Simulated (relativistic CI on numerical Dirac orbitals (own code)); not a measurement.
# Ligand-field terms of d2

Computed with a parametric ligand-field model of a d^n configuration (Racah B and C, spin-orbit zeta, crystal field), exact diagonalisation.

Field parameters in Wybourne normalisation: Oh B⁴₀ = 21Dq, B⁴₄ = √(5/14) B⁴₀; Td as Oh with Dq negative (B⁴₀ = 21Dq, B⁴₄ = √(5/14) B⁴₀). The field is a parameter set, without covalency.

**Question.** Ground term and bands for B = 450, C = 1970, ζ = 0 cm⁻¹, Td, 10Dq = -10150 cm⁻¹?

**Answer.** Ground term 3A2 with 2.00 electrons in the two orbitals of the cubic e set. Spin-allowed: 3T2 10150 cm⁻¹ (985 nm), 3T1 14527 cm⁻¹ (688 nm), 3T1 22673 cm⁻¹ (441 nm). Lowest spin-forbidden: 1E 7424 cm⁻¹ (1347 nm), 1A1 13114 cm⁻¹ (763 nm), 1T2 17466 cm⁻¹ (573 nm). With an A2 ground term the first spin-allowed band lies at |10Dq| itself.

**Question.** A d2 ion in Oh symmetry has the ground term 3T1 and bands at 1T2 4987 cm⁻¹ (2005 nm), 1E 5030 cm⁻¹ (1988 nm), 1A1 11522 cm⁻¹ (868 nm), 3T2 15394 cm⁻¹ (650 nm), 3T1 19687 cm⁻¹ (508 nm), 3A2 31594 cm⁻¹ (317 nm). Which parameters reproduce them?

**Answer.** B = 340, C = 1410, ζ = 0 cm⁻¹, Oh, 10Dq = 16200 cm⁻¹.

**Question.** Ground term and bands for B = 650, C = 2770, ζ = 0 cm⁻¹, Oh, 10Dq = 3100 cm⁻¹?

**Answer.** Ground term 3T1 with 0.12 electrons in the two orbitals of the cubic e set. Spin-allowed: 3T2 2611 cm⁻¹, 3A2 5711 cm⁻¹ (1751 nm), 3T1 11872 cm⁻¹ (842 nm). Lowest spin-forbidden: 1T2 9563 cm⁻¹ (1046 nm), 1E 10102 cm⁻¹ (990 nm), 1T2 14689 cm⁻¹ (681 nm).

**Question.** A d2 ion in Oh symmetry has the ground term 3T1 and bands at 1T2 7974 cm⁻¹ (1254 nm), 1E 8039 cm⁻¹ (1244 nm), 1A1 18606 cm⁻¹ (537 nm), 3T2 28243 cm⁻¹ (354 nm), 3T1 35286 cm⁻¹ (283 nm), 3A2 57843 cm⁻¹ (173 nm). Which parameters reproduce them?

**Answer.** B = 560, C = 2210, ζ = 0 cm⁻¹, Oh, 10Dq = 29600 cm⁻¹.

**Question.** A d2 ion in Oh symmetry has the ground term 3T1 and bands at 1T2 9245 cm⁻¹ (1082 nm), 1E 9362 cm⁻¹ (1068 nm), 1A1 21043 cm⁻¹ (475 nm), 3T2 22847 cm⁻¹ (438 nm), 3T1 31544 cm⁻¹ (317 nm), 3A2 47197 cm⁻¹ (212 nm). Which parameters reproduce them?

**Answer.** B = 680, C = 2430, ζ = 0 cm⁻¹, Oh, 10Dq = 24350 cm⁻¹.
